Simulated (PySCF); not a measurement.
Spinor energies of Sb (antimony, neutral)

Start: [Kr] 4d10 5s2 5p3; 5p1/2 filled at m_j = -1/2, +1/2; 5p3/2 filled at m_j = +3/2. Calculated with PySCF 2.14 in x2c-TZVPall-2c (8s9p5d2f, 74 functions): generalised Hartree-Fock with the X2C-1e Hamiltonian and a Gaussian nucleus; one run each with spin-orbit coupling (SO) switched off, then screened by Boettger's factors.

```
spinor shell  electrons  ε, spin-free (eV)  ε, screened SO (eV)  weight of nominal j (screened SO)  rms radius, screened SO (bohr)
       1s1/2          2           -30643.9             -30640.8                              1.000                          0.0325
       2s1/2          2            -4758.1              -4757.2                              1.000                           0.133
       2p1/2          2            -4264.5              -4439.2                              1.000                           0.115
       2p3/2          4            -4264.5              -4185.0                              1.000                           0.120
       3s1/2          2            -973.38              -973.12                              1.000                           0.352
       3p1/2          2            -808.56              -841.78                              1.000                           0.345
       3p3/2          4            -808.56              -793.31                              1.000                           0.356
       3d3/2          4            -557.63              -563.37                              1.000                           0.329
       3d5/2          6            -557.63              -553.52                              1.000                           0.332
       4s1/2          2            -176.06              -175.97                              1.000                           0.843
       4p1/2          2            -123.16              -129.34                              1.000                           0.893
       4p3/2          4            -123.16              -120.26                              1.000                           0.922
       4d3/2          4            -43.819              -44.590                              0.990                            1.11
       4d5/2          6            -43.819              -43.201                              0.993                            1.12
       5s1/2          2            -16.790              -16.766                              1.000                            2.45
       5p1/2          2             -9.029               -9.165                              0.595                            3.02
       5p3/2          1             -9.029               -8.759                              1.000                            3.08
```

```json
{"quantity": "E (hartree)", "spin-free": "-6477.16058", "screened SO": "-6478.82473"}
{"quantity": "M_J", "spin-free": "3/2", "screened SO": "3/2"}
{"quantity": "⟨J²⟩", "spin-free": "3.753", "screened SO": "3.754"}
{"quantity": "⟨L²⟩", "spin-free": "0.000", "screened SO": "0.065"}
{"quantity": "⟨S²⟩", "spin-free": "3.753", "screened SO": "3.707"}
```

Each row is a mean over spinors that exchange with the open shell spreads, by up to 6.012 eV (5s1/2).

Rows whose weight is well below 1 are mixtures of j = l ± 1/2: exchange outweighs spin-orbit coupling there, and the label is only the starting occupation.

Breit and QED terms are absent; they matter most for the inner s and p1/2 levels.

Densities and radii are taken from the X2C orbitals without a picture-change correction, which distorts them close to the nucleus.

Without spin-orbit coupling the j labels of p, d and f shells carry no meaning; the spin-free column gives the mean over the occupied spinors of each nl shell.
